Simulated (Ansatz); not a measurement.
The same ligand exchange along the group B, Al, In.

Isolated molecules relaxed with PBE0-D4/def2-TZVP in Ansatz; ΔE leaves out vibrations. CCSD(T)/CBS adds triple-zeta CCSD(T) − MP2 to the extrapolated MP2 energy (def2 sets, frozen cores). This one scheme is used for every species. DFT in def2-TZVPP. B3LYP here is the variant with VWN-RPA as its local correlation; programs differ in this. Elements past krypton have def2 core potentials. For In outer-core shells are correlated without core-valence functions, which leaves a few kJ/mol of doubt a bond. One conformer a species, not always the lowest.

```csv
reaction,CCSD(T)/CBS(def2) (kJ/mol)
`CNBF` + H–F → `FBF` + CH₃NH₂,?
`C[NH][AlH][F]` + H–F → `[F][AlH][F]` + CH₃NH₂,-91
`C[NH][InH][F]` + H–F → `[F][InH][F]` + CH₃NH₂,-37
```

(1) Fill in the missing values. (An estimate is asked.)

Largest T1 diagnostic: 0.017, for `[F][InH][F]`.

## Answers

(1) The calculation gave: `CNBF` + H–F → `FBF` + CH₃NH₂: -15.5 kJ/mol.
